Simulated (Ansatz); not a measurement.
**Match the barriers**

Saddle point of Si4H13ClO, closed shell (Si₄H₁₀ ([SiH3][SiH]([SiH3])[SiH3]) + HCl + H₂O → Si₃H₇Cl ([SiH3][SiH]([SiH3])[Cl]) + SiH₄ + H₂O; bonds formed: Si1–Cl7, Si2–H8, H6–O9; bonds broken: Si1–Si2, H6–Cl7, H8–O9), PBE0-D4/def2-TZVP structure:

```xyz
19
angstrom
Si -0.6757 -0.0384 -0.3644
Si 1.3882 0.8397 -1.4058
Si -1.8758 0.7051 1.5012
Si -0.6984 -2.2291 -1.1574
H -1.2285 0.8738 -1.4452
H 1.3419 0.2547 1.7858
Cl 0.9437 -1.5292 1.4377
H 0.7935 0.8882 0.2991
O 1.3346 1.2519 1.5440
H 1.0595 0.1214 -2.6592
H 1.3180 2.3091 -1.5981
H 2.7239 0.4308 -0.9117
H -3.2467 0.1548 1.3147
H -1.3147 0.2655 2.7948
H -1.9502 2.1885 1.4306
H -1.5537 -2.2608 -2.3821
H -1.2854 -3.1242 -0.1353
H 0.6728 -2.6412 -1.5392
H 2.2532 1.5395 1.4904
```

Program: Ansatz 0.2.0. Basis: def2-TZVPP, with def2-QZVPP for the basis limit. Cores are frozen in the correlated methods. Extrapolation: Hartree–Fock as exp(−7.88 √X), correlation as X^−2.97. Four methods, as single points on the PBE0-D4 structures, gave these electronic barriers from the start structure: 34.68, 37.35, 48.56, 64.22 kcal/mol.

(1) The methods were, in alphabetical order, BHLYP-D4, HF, PBE-D4, r2SCAN-D4. Which gave which? (A judgement: the text doesn't fix the answer.)

T1 diagnostic: at most 0.014.

Results:

(1) By the calculation: PBE-D4 34.68; r2SCAN-D4 37.35; BHLYP-D4 48.56; HF 64.22 kcal/mol. For comparison, CCSD(T) at an estimated basis limit (MP2 extrapolated from triple and quadruple zeta, plus CCSD(T) − MP2 in triple zeta) gives 44.45 kcal/mol.

Labels in which every atom is bracketed show which atoms are joined, not bond orders.

For scale, one of the runs: CCSD(T)/def2-TZVPP, 423 basis functions, launched by `ansatz run in.yaml --threads 4 --pin off --events-out ev --progress --plain --max-ram 46080MiB --backend cuda --devices 0, --max-vram 37GiB`. The run took 33 s on 4 CPU threads of an AMD EPYC 7R13 and a share of one NVIDIA H100 (shared host), with 1.1 GiB of host memory at its peak.
